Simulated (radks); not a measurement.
Au37+, configuration [Kr] 4d6. Calculated with a radial shooting solver on a logarithmic mesh with Libxc functionals: non-relativistic Kohn-Sham, LDA (Slater exchange, Perdew-Wang correlation), spin-unpolarised, spherical densities, point nucleus; relativity is left out, which matters for an element this heavy.

Unscreened Slater integrals over Kohn-Sham orbitals (cm^-1). Empty in this configuration: 5s.

F0(4d,4d): 500060
F2(4d,4d): 255790
F4(4d,4d): 174340
F0(4d,4p): 492290
F2(4d,4p): 252730
G1(4d,4p): 308480
G3(4d,4p): 199250
F0(4d,4s): 490140
G2(4d,4s): 236210
F0(4d,3d): 641100
F2(4d,3d): 188160
F4(4d,3d): 94259
G0(4d,3d): 58757
G2(4d,3d): 75284
G4(4d,3d): 59583
F0(4d,5s): 335520
G2(4d,5s): 34692
F0(4p,4p): 486460
F2(4p,4p): 254640
F0(4p,4s): 484440
G1(4p,4s): 326980
F0(4p,3d): 619850
F2(4p,3d): 172560
G1(4p,3d): 55522
G3(4p,3d): 55838
F0(4p,5s): 333560
G1(4p,5s): 33978
F0(4s,4s): 482750
F0(4s,3d): 612620
G2(4s,3d): 52796
F0(4s,5s): 332920
G0(4s,5s): 25018
F0(3d,3d): 1185500
F2(3d,3d): 608910
F4(3d,3d): 392880
F0(3d,5s): 379980
G2(3d,5s): 18160
F0(5s,5s): 279530

Derived for the open shells (J is the average intra-shell exchange parameter used in DFT+U). 4d: Racah B = F2/49 - 5 F4/441 = 3243 cm^-1, C = 35 F4/441 = 13840 cm^-1, C/B = 4.27, F4/F2 = 0.682, J = (F2 + F4)/14 = 30720 cm^-1.
